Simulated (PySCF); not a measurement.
**Telling isomers of C$_{5}$H$_{6}$N$_{2}$O$_{2}$ apart by NMR**

Level of theory: PBE0-D3(BJ)/def2-SVP structure, spin–spin couplings from B3LYP/pcJ-1 (spin–dipole term left out of most H,H and C,H couplings), shielding tensors at PBE0/pcSseg-1 (GIAO), in PySCF 2.14.0 with density-fitted response routines (rapidly exchanging positions averaged, one conformer, non-relativistic Hamiltonian, isolated molecule).

References, each an isolated molecule treated in the same way: TMS for 1H (31.27 ppm) and 13C (184.41 ppm). Multiplet labels drop J under 1 Hz and among equivalent protons, and merge close values. Unscaled 3J(H,H) run several per cent high. Shifts are as computed. Against solution values, carbons near 30 ppm lie about +2 ppm off and those near 130 ppm about +5 ppm (rms about the fit 1.9 ppm; single classes can miss by 10 ppm). Of 1328 compounds with measured shifts, 309 miss one by over three times the rms of a fit or turn the order of signals round; such compounds aren't used in these exercises. Signals without a measured value on file couldn't be tested in this way; 1H shifts scatter by 0.2 ppm about their fit, and single ones miss by 0.5 ppm. OH and NH positions are gas-phase values without hydrogen bonding to other molecules.

(1) Tabulate the signals of `CC(=O)c1noc(C)n1`, `Cn1nc(O)ccc1=O` and their relative energies.

(2) What is the quickest way to tell CC(=O)c1noc(C)n1 from Cn1nc(O)ccc1=O?

Answers

(1) 
| SMILES | carbon types | δC | δH | E rel. (kcal/mol) |
| --- | --- | --- | --- | --- |
| CC(=O)c1noc(C)n1 | 3×C 2×CH3 | 192.9, 181.7, 168.9, 31.8, 13.5 | 2.64 (s, 3H), 2.63 (s, 3H) | 15.7 |
| Cn1nc(O)ccc1=O | 2×C 2×CH 1×CH3 | 159.4, 151.9, 139.1, 129.1, 42.4 | 6.96 (d, 1H), 6.73 (d, 1H), 4.46 (br s, 1H), 3.46 (s, 3H) | 0.0 |

Energies are electronic energies at PBE0/pcSseg-1 on these geometries, without zero-point or thermal terms, each for the one conformer computed, which needn't be the lowest.

(2) Both give the same number of carbon signals, but DEPT or the intensities differ. The first has a ketone carbonyl carbon (C) at 192.9 ppm, the second a unsaturated ring CH at 139.1 ppm. Their most deshielded carbons lie at 192.9 and 159.4 ppm. In the proton spectra the most deshielded non-exchanging signals are 2.64 (s, 3H) and 6.96 (d, J = 10.9 Hz, 1H).
